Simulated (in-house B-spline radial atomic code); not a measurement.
S III (S2+): [Ne] 3s1 3p2 4s1 (an excited or competing configuration)

Level of theory: non-relativistic Hartree-Fock, spin-polarised, averaged over the determinants with the given up and down occupations, point nucleus; calculated with an all-electron radial atomic-structure program (B-spline basis).

Effective charges: Z_r = [3n² - l(l+1)]/(2<r>) from the radius, Z_e = n√(-2ε) from the energy, and Slater's rules. Values are occupation-weighted means over spin.

| shell | electrons | ε (eV) | <r> (bohr) | Z_r | Z_e | Slater |
| --- | --- | --- | --- | --- | --- | --- |
| 1s | 2 | -2538.7 | 0.09715 | 15.44 | 13.66 | 15.70 |
| 2s | 2 | -278.82 | 0.4752 | 12.63 | 9.05 | 11.85 |
| 2p | 6 | -215.85 | 0.44 | 11.36 | 7.97 | 11.85 |
| 3s | 1 | -55.744 | 1.519 | 8.89 | 6.07 | 6.50 |
| 3p | 2 | -41.029 | 1.675 | 7.46 | 5.21 | 6.50 |
| 4s | 1 | -16.597 | 3.806 | 6.31 | 4.42 | 3.45 |

The least bound orbital is 4s up at -16.6 eV, and it is also the most diffuse (<r> = 3.806 bohr).
